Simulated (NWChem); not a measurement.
System: SiH3Cl; SMILES [SiH3]Cl

Results from NWChem. Pople sets run with spherical d functions. Each level has its own optimisation. Computed dipoles belong to the equilibrium geometry; the measured one is vibrationally averaged.

Measured dipole moment: 1.31 D (NIST CCCBDB, as tabulated in the package chemicals).

Q: Which of these levels lies farthest from the measured value, and how do the others fare: Hartree-Fock/STO-3G; Hartree-Fock/6-31G*; BLYP/def2-SVP; PBE/def2-SVP; LDA (Slater exchange, VWN5)/def2-SVP; B3LYP/6-31G*; Hartree-Fock/3-21G; PBE0/def2-SVP?

A: Hartree-Fock/3-21G.
| level | dipole moment (D) | computed − measured |
|---|---|---|
| Hartree-Fock/STO-3G | 3.06 | +1.75 |
| Hartree-Fock/3-21G | 3.53 | +2.22 |
| Hartree-Fock/6-31G* | 2.06 | +0.75 |
| B3LYP/6-31G* | 1.78 | +0.47 |
| LDA (Slater exchange, VWN5)/def2-SVP | 1.17 | -0.14 |
| PBE/def2-SVP | 1.24 | -0.07 |
| BLYP/def2-SVP | 1.23 | -0.08 |
| PBE0/def2-SVP | 1.38 | +0.07 |
